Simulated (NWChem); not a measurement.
Species: ZrSF₂; SMILES [S]=[Zr]([F])[F]

```xyz
4

Zr    -0.1317    -0.2283     0.0000
S      0.0688     1.9696     0.0000
F      0.4174    -1.0282     1.6478
F      0.4174    -1.0282    -1.6478
```
Atoms are numbered in this order, from 1.

Level: PBE0/def2-SVP with def2 effective core potentials on Zr (NWChem), optimised geometry, unscaled harmonic frequencies. def2 effective core potentials on Zr; no spin-orbit coupling.

```csv
frequency (cm⁻¹),IR intensity (km/mol)
88,52.8
167,3.9
169,5.8
553,55.7
664,138.4
694,170.3
```

* **zero-point energy**: 3.3 kcal/mol
* **thermal correction to the enthalpy at 298.15 K (with zero-point energy)**: 7.2 kcal/mol
* **heat capacity Cv**: 14.6 cal/(mol K)
* **entropy at 298.15 K and 1 atm (symmetry number 1)**: 77.9 cal/(mol K)

Rigid rotor and harmonic oscillator; modes under 100 cm⁻¹ make the entropy uncertain.
